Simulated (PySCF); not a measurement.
# Correlation energy of Se (selenium, neutral)

[Ar] 3d10 4s1 4p5, high-spin 3P determinant (an excited configuration). Calculation: PySCF 2.14, in aug-cc-pwCVDZ-PP with ECP10MDF; scalar relativity through the core potential. Frozen: 3s2 3p6 3d10; 6 electrons correlated.

| level | correlation energy (mhartree) |
| --- | --- |
| CCSD | -177.03 |
| (T) | -14.97 |
| CCSD(T) | -192.00 |

Diagnostics: T1 = 0.031, D1 = 0.0637, largest double amplitude 0.268.

T1 exceeds 0.03, a sign that the reference determinant is poor. A double-excitation amplitude exceeds 0.15, a sign of near-degeneracy.

Cost of the coupled-cluster step: about 2 core-seconds, for 6 correlated electrons.
